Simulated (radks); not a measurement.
Values are calculated unless marked as measured or tabulated.
Charge is removed step by step from the 3p down level of the titanium ion Ti4+, starting from [Ne] 3s2 3p(up 3, down 3). Level of theory: non-relativistic Kohn-Sham, PBEsol, spin-polarised, spherical densities, point nucleus (a radial shooting solver on a logarithmic mesh with Libxc functionals).

removed (e),E - E(0) (eV),eigenvalue (eV),E minus straight line (eV)
0,0.000,-89.231,0.000
0.125,11.307,-91.687,-1.088
0.25,22.922,-94.155,-1.867
0.375,34.847,-96.636,-2.338
0.5,47.082,-99.128,-2.498
0.625,59.629,-101.63,-2.345
0.75,72.490,-104.15,-1.879
0.875,85.666,-106.67,-1.098
1,99.159,-109.21,0.000

Removing the whole electron costs 99.159 eV by Delta-SCF, against 89.231 eV from minus the eigenvalue at the starting occupation. Slater's transition state (half an electron removed) gives 99.128 eV. Integrating minus the eigenvalue over the occupation (Janak's theorem) gives 99.159 eV. The mean slope of the eigenvalue, de/dn, is 20.0 eV per electron. Ionisation energy of Ti4+ in the NIST Atomic Spectra Database: 99.30 eV (measured).
